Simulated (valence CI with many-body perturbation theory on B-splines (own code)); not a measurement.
Which ion has this spectrum?

A relativistic CI+MBPT calculation for an atom or ion with 21 electrons gives these levels (cm⁻¹):

```csv
J,Parity,E,g
3/2,even,0,0.73
5/2,even,607289,1.05
3/2,even,659383,1.16
9/2,even,689229,1.03
7/2,even,691590,1.03
1/2,even,704325,1.79
5/2,even,902211,1.23
7/2,even,1286447,1.12
9/2,even,1325167,1.13
3/2,even,1369546,1.10
1/2,even,1394170,1.52
11/2,even,1403663,1.08
5/2,even,1405768,1.30
5/2,even,1481579,1.09
```

The energies are calculated, and their last digits are not significant.

Task: Which is it?
A. Re54+
B. Au58+
C. Os55+
D. Ir56+

Result: C. Os55+, ground level (3d3/2^3) J=3/2.
